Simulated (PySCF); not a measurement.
# Energy of He⁺ (helium, charge +1) between two integer charges

The 1s alpha orbital of 1s1 is emptied in steps (occupation f), with all orbitals relaxed, ending at no electrons. Calculation: PySCF 2.14, in def2-SVP (2s1p, 5 functions); no relativity, point nucleus. The exact energy is a straight line in f; departures are measured from the line between the end points of the same method.

```json
{"f": "1", "UHF (eV)": "0.000"}
{"f": "0.8", "UHF (eV)": "0.000"}
{"f": "0.6", "UHF (eV)": "0.000"}
{"f": "0.4", "UHF (eV)": "0.000"}
{"f": "0.2", "UHF (eV)": "0.000"}
{"f": "0", "UHF (eV)": "0.000"}
```

Question: For UHF, how does the orbital energy at f = 1 compare with the removal energy?

Answer: −ε = 54.249 eV against a total-energy difference of 54.249 eV. By Janak's theorem ε = ∂E/∂f, so the gap between them reflects the curvature. Along the path −ε is 54.249 (f = 0.8), 54.249 (f = 0.6), 54.249 (f = 0.4), 54.249 (f = 0.2) eV.

Reference removal energy between the ground levels: 54.418 eV (theoretical estimate listed by NIST; NIST Atomic Spectra Database, ionization energies). UHF lacks correlation.
